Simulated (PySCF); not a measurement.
Compound: C5H11PSi2.
Bonds: Si1–C2, C2–C3, C3–C4 (double), C4–P5, P5–Si6, P5–C7, C7–C8 (double), C2–C8. Hydrogens: H9, H10, H11 on Si1; H12 on C2; H13 on C3; H14 on C4; H15, H16, H17 on Si6; H18 on C7; H19 on C8.

Definitions: NICS(0) = −σiso at the ring centroid; NICS(1) = −σiso and NICS(1)zz = −σzz at ±1 Å along the ring normal z. Level: GIAO PBE0/pcSseg-1 (PySCF, non-relativistic, gas phase) on the GFN2-xTB geometry, one conformer.

Ring bond lengths (Å), with Mayer bond orders in brackets: C2–C3 1.490 (1.03), C3–C4 1.328 (1.88), C4–P5 1.806 (0.95), P5–C7 1.806 (0.95), C7–C8 1.328 (1.88), C8–C2 1.490 (1.03).

**Question.** Give the NICS values of each ring in ppm.

**Answer.** 
```csv
ring,type,NICS(0),"NICS(1), two faces","NICS(1)zz, two faces",rms pucker (Å),"centre to ring atoms, mean (Å)"
C2–C3–C4–P5–C7–C8,"6-membered ring with P; formal bonds 2 double, 4 single",-1.0,-3.4 / -0.9,-2.3 / -0.3,0.21,1.51
```

**Question.** What do they say, and how far can they be read as aromaticity?

**Answer.** 
- C2–C3–C4–P5–C7–C8: mean NICS(1)zz -1.3 ppm, near zero. C2 has four or more neighbours, so the value isn't read as a sign of a π ring current.

**Question.** At the first NICS(1) probe listed for ring C2–C3–C4–P5–C7–C8, 1 Å off the ring, how large is the induced field along the normal in 7.05 T applied along it?

**Answer.** NICSzz × B0 = -2.3 ppm × 7.05 T = -16 μT, against the applied field.

**Question.** List the ring angles and the Hirshfeld charges of the ring atoms.

**Answer.** 
- C2–C3–C4–P5–C7–C8: C2 112.2° (-0.107 e), C3 124.1° (-0.046 e), C4 122.7° (-0.111 e), P5 96.5° (+0.076 e), C7 122.7° (-0.111 e), C8 124.1° (-0.046 e); sum 702.4° against 720° for a flat convex ring.

**Question.** What are the shieldings of the ring atoms and their hydrogens in the same run (means over atoms taken as equivalent)?

**Answer.** 
| atoms | environment | σ isotropic (ppm) | principal values of the symmetric part, first atom (ppm) |
| --- | --- | --- | --- |
| C2 | sp3 carbon bound to silicon | 154.5 | 133.1, 164.9, 165.5 |
| C3 (×2) | alkene CH carbon | 50.8 | -58.6, 47.7, 163.3 |
| C4 (×2) | alkene CH carbon | 60.4 | -44.8, 60.1, 165.8 |
| P5 | three-coordinate phosphorus | 457.0 | 309.2, 523.6, 538.1 |
| H12 | methine hydrogen | 28.68 | 25.1, 26.6, 34.3 |
| H13 (×2) | vinylic hydrogen | 25.34 | 22.0, 26.1, 27.9 |
| H14 (×2) | vinylic hydrogen | 25.78 | 23.0, 26.4, 27.9 |

The run took 32 s wall on one thread of an Arm Neoverse V2 (shared host). This is the whole shielding run at PBE0/pcSseg-1, SCF included.
